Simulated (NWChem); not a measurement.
# C2H4N3 cation; SMILES c1n[nH]c[nH+]1

```xyz
9

C     -1.0467     0.4578     0.0000
N     -0.8800    -0.8317     0.0000
N      0.4462    -0.9992     0.0000
C      1.1061     0.1449     0.0000
N      0.1669     1.0924     0.0000
H     -2.0093     0.9690     0.0000
H      0.8401    -1.9412     0.0000
H      2.1874     0.2842     0.0000
H      0.3334     2.0984     0.0000
```
Atoms are numbered in this order, from 1.

Results from NWChem. Pople sets run with spherical d functions. Structure relaxed at the PBE0/def2-SVP level. Atomic charges in e: unrestrained fits to the electrostatic potential beside Mulliken populations; buried atoms are poorly determined by the fit.

### Question
Predict the results for Hartree-Fock/6-31G*. Quantities: ESP C1; Mulliken C1; ESP N2; Mulliken N2; ESP N3; Mulliken N3; ESP C4; Mulliken C4; ESP N5; Mulliken N5; relative RMS misfit of the potential (%).

### Answer
```yaml
ESP C1: 0.31
Mulliken C1: 0.32
ESP N2: -0.35
Mulliken N2: -0.21
ESP N3: 0.07
Mulliken N3: -0.49
ESP C4: 0.11
Mulliken C4: 0.43
ESP N5: -0.24
Mulliken N5: -0.74
relative RMS misfit of the potential (%): 3
```
